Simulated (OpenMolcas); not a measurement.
## V3+: moving or changing the point charges

V3+ among 2 point charges of -2 e arranged as a linear pair (D∞h), 1.66 Å from the ion.

```
Program             : OpenMolcas 26.06
Method              : SS-CASPT2, IPEA 0.25 Eh, imaginary shift 0.1 Eh (closed shells correlated: 3s 3p)
Basis               : ANO-RCC-VDZP [5s4p2d1f]
Scalar Hamiltonian  : DKH2, point nucleus
Active space        : 2 electrons in 5 orbitals (3d)
State averaging     : 2S+1 = 3 even, 10 roots; 2S+1 = 1 even, 15 roots
Spin-orbit coupling : RASSI with atomic mean-field integrals over the reference wave functions
```

Runs around this geometry, states (labels by Λ). Energies in cm-1 above the lowest state or level, χT in cm3 K/mol.

| R (Å) | q (e) | Ground state | First state of that spin | First gap with spin-orbit (degeneracies) | χT at 300 K | First state of another spin |
| --- | --- | --- | --- | --- | --- | --- |
| 1.66 | -1.3 | 3Σ | 3Φ 890 | 28 (1, 2) | 0.960 | 1Σ 8810 |
| 1.5 | -2 | 3Σ | 3Φ 9960 | 17 (1, 2) | 0.994 | 1Γ 8230 |
| 1.66 | -2 | 3Σ | 3Φ 5580 | 20 (1, 2) | 0.988 | 1Γ 8940 |
| 1.79 | -2 | 3Σ | 3Φ 3120 | 22 (1, 2) | 0.980 | 1Σ 8830 |

Taking the first state of the same spin as R^-n, n = -ln(3120 / 9960) / ln(1.79 / 1.5) = 6.6 between the shortest and longest distance.

Scaling the charges by -1.3 / -2 = 0.65 scales the first state of the same spin by 890 / 5580 = 0.16; with fixed orbitals a first-order splitting would follow the charge.

Roots that are degenerate in the reference are averaged as groups; the widest CASPT2 spread within a group is 18 cm-1 (the 2-fold group of multiplicity 1 near 8230 cm-1 above the lowest state of its run, R = 1.5, q = -2). Shifts and gaps below about the spread of the groups concerned are not significant. Over all roots computed the reference weight is 0.90 to 0.96 in R = 1.5 in q = -2; the roots of lowest weight are the least certain, and an intruder state may touch them. Free-ion shares, where given, are those of the reference states; single-state CASPT2 does not remix them. Point charges carry no covalency, so the field is a model and not that of real ligands. No measured value stands beside these numbers.
